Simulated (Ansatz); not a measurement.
Ansatz (a program for electronic structure) input:

Ansatz 0.2 input:
```yaml
crystal:
  periodic: [false, false, false]
  atoms:
    - {symbol: Lu, position_ang: [0.15302992, -0.14736871, -0.20865338]}
    - {symbol: F, position_ang: [-1.78418057, -0.04313885, 0.46315687]}
    - {symbol: F, position_ang: [-0.79075941, 1.66557719, -0.01509138]}
    - {symbol: F, position_ang: [1.36770395, -0.45986298, 1.19797781]}
basis:
  gaussian:
    orbitals: def2-TZVP
hamiltonian:
  xc: {name: LC-wPBE}
total_charge: 1
magnetization: {spin_polarized: true, initial_magnetization: 1}
output: {forces: true}
```

Problem. Which total energy does the run end on?

Solution. -1535.86368 Eh (LC-wPBE/def2-TZVP). The basis has 189 functions.

The spin state was set by rule; other spins were not relaxed.
